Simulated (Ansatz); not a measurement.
`[F][Ge]([F])([SiH3])[Cl]`. Total charge 0; spin multiplicity 1. Correlated methods include outer-core shells of Ge, which these sets cover unevenly. Scalar relativity is left out up to krypton.

```xyz
8

F     0.948    0.120   -2.166
Ge   -0.257   -0.297   -1.005
F    -0.430   -2.003   -1.186
Si    0.371    0.318    1.210
Cl   -2.077    0.563   -1.702
H     0.523    1.790    1.222
H     1.645   -0.369    1.521
H    -0.723   -0.123    2.106
```

Task: Give the diagnostics of a CCSD(T)/def2-TZVPP run (frozen core, the Gaussian-basis code of Ansatz). (An estimate is asked.)

Result: Ansatz gave: T1 = 0.0123, largest single amplitude 0.021, largest double 0.028, (T) share of the correlation energy 3.3 %, 9 CCSD cycles. The RHF solution is stable towards an unrestricted one. T1 lies under the customary mark of 0.02 for closed shells.
